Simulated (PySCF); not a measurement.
Neon: a sound run and one with changed settings

Sound run: Ne⁺ [He] 2s2 2p5, Ne²⁺ [He] 2s2 2p4. Calculation: PySCF 2.14, in x2c-SVPall; the spin-free X2C one-electron Hamiltonian (Gaussian nucleus). In the sound run the correlated levels freeze 1s2. The sound run starts from symmetry-adapted Hartree-Fock orbitals and uses a fine grid where one is needed.

Changed run: all electrons correlated in a basis built for the valence shell.

```csv
species,method,sound run (hartree),changed run (hartree),converged
Ne⁺,MP2,-127.91498,-127.91671,yes
Ne⁺,CCSD(T),-127.92667,-127.92824,yes
Ne²⁺,MP2,-126.42149,-126.42307,yes
Ne²⁺,CCSD(T),-126.43492,-126.43637,yes
```

Ionisation energy of Ne⁺:

| method | sound run (eV) | changed run (eV) |
| --- | --- | --- |
| UHF | 39.526 | 39.526 |
| MP2 | 40.640 | 40.644 |
| SCS-MP2 | 40.586 | 40.587 |
| CCSD | 40.582 | 40.585 |
| CCSD(T) | 40.593 | 40.596 |

A valence basis has no tight correlating functions, so it recovers only part of the core correlation, and not evenly between atom and ion.

For comparison, NIST gives 40.963 eV between the lowest levels.
